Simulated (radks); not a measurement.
V21+, configuration [He].

Calculated with a radial shooting solver on a logarithmic mesh with Libxc functionals: Dirac Kohn-Sham, BLYP, spin-unpolarised, spherical densities, finite nucleus; Fermi nuclear charge, rms radius 3.6002 fm.

Energy parts (hartree):
| part | energy |
|---|---|
| total | -518.31048 |
| kinetic | 525.64407 |
| electron-nucleus | -1058.29592 |
| Hartree | 28.57894 |
| exchange-correlation | -14.23757 |

Orbitals (lengths in bohr, moments of r in powers of bohr; r(max) is where P^2 peaks):
orbital  occ.  eigenvalue (hartree)   r(max)  <1/r>  small-component weight
1s1/2       2             -246.7863  0.04332  23.01                6.90e-03

The highest occupied level is 1s1/2 at -6715.4 eV. The electron density at the nucleus is 9087 e/bohr^3. The density falls to 0.001 e/bohr^3 at r = 0.35 bohr.
